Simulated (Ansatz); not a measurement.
Isolated molecules relaxed with PBE0-D4/def2-TZVP in Ansatz; ΔE leaves out vibrations. CBS: MP2 limit from def2 TZ/QZ plus the TZ coupled-cluster correction, frozen cores. Double bonds are as drawn, so ΔE can hold a change between cis and trans. DFT in def2-TZVPP. B3LYP here is the variant with VWN-RPA as its local correlation; programs differ in this. def2 core potentials past Kr. For Sn outer-core shells are correlated without core-valence functions, which leaves a few kJ/mol of doubt a bond. One conformer a species, not always the lowest.

Reaction (redistribution): `N[SiH2]/C=C/[SiH3]` + `[BH2][SnH2][CH3]` → `[BH2][SnH2][SiH3]` + `C/C=C/[SiH2]N`

(1) Is it downhill or uphill in electronic energy at CCSD(T)/CBS, and by how much? (Estimate.)

(2) What do these levels give: BLYP-D4, B3LYP-D4, r2SCANh-D4, r2SCAN0, BHLYP, CAM-B3LYP, LC-ωPBE, HF/def2-SVP, MP2/def2-SVP, CCSD/def2-TZVPP, HF/def2-QZVPP, CCSD/CBS(def2)? (Estimate.)

Largest T1 diagnostic among the species: 0.014.

Results:

(1) The calculation gave: Downhill: ΔE = -24.0 kJ/mol.

(2) The calculation gave: BLYP-D4 -27.0, B3LYP-D4 -28.1, r2SCANh-D4 -32.6, r2SCAN0 -33.7, BHLYP -28.8, CAM-B3LYP -27.3, LC-ωPBE -29.7, HF/def2-SVP -34.8, MP2/def2-SVP -33.1, CCSD/def2-TZVPP -23.6, HF/def2-QZVPP -25.3, CCSD/CBS(def2) -24.8 kJ/mol.

Leaving LDA and LC-ωPBE aside and taking each functional with its dispersion term where it has one, the values, not all of them listed here, spread over 12.2 kJ/mol, from PBE-D4 to ωB97M-V. LDA lies −5.4 kJ/mol from PBE without D4. At CCSD(T), def2-SVP lies −13.1 kJ/mol from the extrapolated value and def2-TZVPP +1.2 kJ/mol.
